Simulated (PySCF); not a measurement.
## How methods differ on the ionisation energy of Si²⁺

Si²⁺ [Ne] 3s2 (1S) → Si³⁺ [Ne] 3s1 (2S), as a difference of total energies. All numbers are calculated (PySCF 2.14, scalar relativity by spin-free X2C-1e, in cc-pVTZ-DK). Correlated levels: valence: [Ne] frozen. The calculations carry no spin-orbit coupling.

```
           method  ionisation energy (eV)
              UHF                  32.022
              LDA                  33.586
SCS-MP2 (valence)                  33.053
   CCSD (valence)                  33.232
```

Problem. Estimate what PBE gives.

Solution. 33.447 eV, closest to LDA among the rows shown.

Problem. Estimate what MP2 (valence) gives.

Solution. 32.881 eV, closest to SCS-MP2 (valence) among the rows shown.

Errors of the correlated levels include the incompleteness of this basis and the frozen core.

With two correlated electrons CCSD is exact in that space.

For comparison: 33.493 eV (measured; NIST Atomic Spectra Database, ionization energies).
